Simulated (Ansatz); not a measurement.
**Counterpoise correction, worked out**

The pair of Li⁺ (SMILES [Li+], atom 1) and CH₃I (SMILES CI, atoms 2–6), both closed shells, in one local arrangement (a lower one may exist), relaxed at PBE0-D4/def2-TZVP:

Li1  (0.073, -0.415, -2.973)
C2  (-0.187, 0.041, 0.761)
I3  (1.278, 0.376, -0.772)
H4  (-0.393, -1.023, 0.791)
H5  (0.289, 0.384, 1.675)
H6  (-1.060, 0.637, 0.517)
(Å)

Ansatz 0.2.0; basis: def2-TZVPPD; cores frozen in the correlated methods. Filled d shells of the heavier atoms are correlated. Core potentials replace the inner electrons of the atoms past krypton. The outer core shell of Li, Na, Mg and K is correlated. The def2 sets are not built for correlating such inner shells, so the correlated values are less sure here.

MP2 total energies in eV:

| system | geometry | basis functions | energy |
| --- | --- | --- | --- |
| pair | pair | all | -9368.23861 |
| Li⁺ | as in the pair | all (partner as ghosts) | -197.72813 |
| CH₃I | as in the pair | all (partner as ghosts) | -9169.56597 |
| Li⁺ | as in the pair | its own | -197.72650 |
| CH₃I | as in the pair | its own | -9169.53789 |
| Li⁺ | free (PBE0-D4 minimum) | its own | -197.72650 |
| CH₃I | free (PBE0-D4 minimum) | its own | -9169.54829 |

Work out the interaction energy with and without the counterpoise correction, the superposition error, and the binding energy from the relaxed fragments.

Without correction: -9368.23861 − (-197.72650) − (-9169.53789) = -0.97422 eV.
With correction (each fragment in the whole basis): -9368.23861 − (-197.72813) − (-9169.56597) = -0.94451 eV = -21.78 kcal/mol.
The superposition error is the difference, 0.02971 eV, 3 % of the uncorrected value: each fragment borrows its partner's functions.
Deformation from the free shapes: 0.00000 eV for Li⁺ and 0.01040 eV for CH₃I.
Binding energy from relaxed fragments: -0.94451 + 0.00000 + 0.01040 = -0.93411 eV = -21.54 kcal/mol (electronic, without zero-point energy; negative means bound). For comparison, the corrected interaction energy by CCSD(T) at an estimated basis limit (MP2 extrapolated from triple and quadruple zeta, plus CCSD(T) − MP2 in triple zeta) is -1.011 eV.

T1 diagnostic: at most 0.008.

For scale, one of the runs: CCSD(T)/def2-TZVPPD, 169 basis functions, launched by `ansatz run in.yaml --threads 2 --pin off --events-out ev --progress --plain --max-ram 5222MiB`. The run took 27 s on 2 CPU threads of an Intel Xeon Platinum 8375C (shared host), with 1.6 GiB of host memory at its peak.
